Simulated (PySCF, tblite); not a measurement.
Compound: C3H11Cl2FSi3.
Z-matrix (Å and degrees, GFN2-xTB geometry), rows numbered from 1:
```
C 
C   1  1.5155
F   2  1.4032  1  108.61
Si  2  1.9300  1  114.70  3   119.77
Si  4  2.3305  2  104.12  1  -152.24
Si  5  2.3386  4  120.38  2    72.55
C   5  1.9462  4  104.49  2  -167.32
Cl  7  1.7752  5  109.64  4  -175.71
Cl  7  1.7804  5  109.39  4   -55.78
H   1  1.0860  2  109.14  3   178.65
H   1  1.0871  2  110.15  3   -61.85
H   1  1.0886  2  111.09  3    58.36
H   2  1.0958  1  109.80  3  -113.43
H   4  1.4694  2  105.88  1   -31.57
H   4  1.4731  2  104.69  1    79.55
H   5  1.4818  4  110.24  2   -61.17
H   6  1.4659  5  110.69  4    77.65
H   6  1.4615  5  109.72  4   -41.76
H   6  1.4658  5  112.40  4  -162.15
H   7  1.0886  5  115.68  4    64.15
```

Jobs on this species (20 atoms, 114 electrons) with PySCF (density fitting) and tblite. Hardware of each: one thread of an Arm Neoverse N1, on a shared host. The host was shared with other jobs, so the times are rough.

```
level and settings                                     work  basis functions  SCF cycles  wall time
          GFN2-xTB            Hessian by finite differences                –           –          ?
          GFN2-xTB                        L-BFGS relaxation                –           –      5.6 s
     PBE0/pcSseg-1  shieldings, charges and field gradients              243          14    1.9 min
```

**Question.** Fill in the missing figures.

**Answer.** 
- GFN2-xTB; Hessian by finite differences: 2.5 s

**Question.** What do all jobs in the table cost together?

**Answer.** About 2.0 min; the longest takes about 93 % of that, and about 46 times as long as the shortest.
